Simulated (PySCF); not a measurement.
## `C/C1=C/CC/C=C\CC1`, C9H14

Geometry:
```csv
atom,x (Å),y (Å),z (Å)
C1,2.755,-0.183,-0.819
C2,1.469,0.095,-0.102
C3,0.878,1.298,-0.163
C4,-0.438,1.676,0.454
C5,-1.672,1.112,-0.294
C6,-2.252,-0.142,0.303
C7,-1.678,-1.349,0.368
C8,-0.315,-1.733,-0.139
C9,0.860,-1.077,0.629
H10,3.538,-0.511,-0.114
H11,2.630,-1.004,-1.547
H12,3.126,0.700,-1.360
H13,1.377,2.075,-0.755
H14,-0.508,2.775,0.473
H15,-0.483,1.350,1.508
H16,-1.392,0.935,-1.347
H17,-2.461,1.879,-0.314
H18,-3.249,-0.045,0.749
H19,-2.249,-2.144,0.861
H20,-0.224,-1.474,-1.209
H21,-0.219,-2.827,-0.083
H22,0.507,-0.767,1.626
H23,1.645,-1.830,0.801
```

Computed, not measured: TDDFT CAM-B3LYP/def2-SVPD circular dichroism and optical rotation, one conformer, gas phase in PySCF 2.14.0. Geometry: PBE0-D3(BJ)/def2-SVP.

No stereocentre is labelled: unless the shape is locked (an allene, a helicene, a hindered biaryl), the mirror image is equally populated and a measured rotation or CD is zero.

Q: Draw the ECD and absorption spectra from the lowest 12 states, each a Gaussian of half-width 0.25 eV at 1/e height.

A: 
```tsv
E (eV)	λ (nm)	Δε (L mol⁻¹ cm⁻¹)	ε (L mol⁻¹ cm⁻¹)
5.62	221	+0.22	3.06
5.77	215	+1.70	23.6
5.92	210	+6.35	88.6
6.07	204	+11.48	169
6.22	199	+10.06	250
6.37	195	+7.19	874
6.52	190	+15.27	3450
6.67	186	+22.99	8400
6.82	182	+11.27	15300
6.97	178	-0.48	26400
7.12	174	+3.60	34300
7.27	171	+11.29	26600
7.42	167	+12.39	13400
7.57	164	+8.14	6540
```
Δε uses R in velocity form, ε uses f in length form. Only the states computed contribute, so the short-wavelength end is incomplete.
